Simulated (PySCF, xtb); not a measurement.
C₃H₂F₃, SMILES FC(F)([C]=C)F, multiplicity 2.

Harmonic wavenumbers (cm⁻¹) from GFN2-xTB in xtb at its own minimum, in rising order: 48, 156, 290, 379, 424, 499, 537, 589, 766, 887, 918, 958, 1048, 1139, 1322, 1825, 2878, 3057.

Q: What does PBE0-D3(BJ)/def2-SVP (PySCF) give at its own minimum? (An estimate is asked for; the answer gives what the named calculation found.)

A: 94, 197, 330, 426, 499, 565, 610, 656, 829, 931, 989, 1216, 1246, 1272, 1386, 1802, 3108, 3222. Paired by order, the mean absolute difference is 95 cm⁻¹ and the zero-point energies are 25.3 and 27.7 kcal/mol.
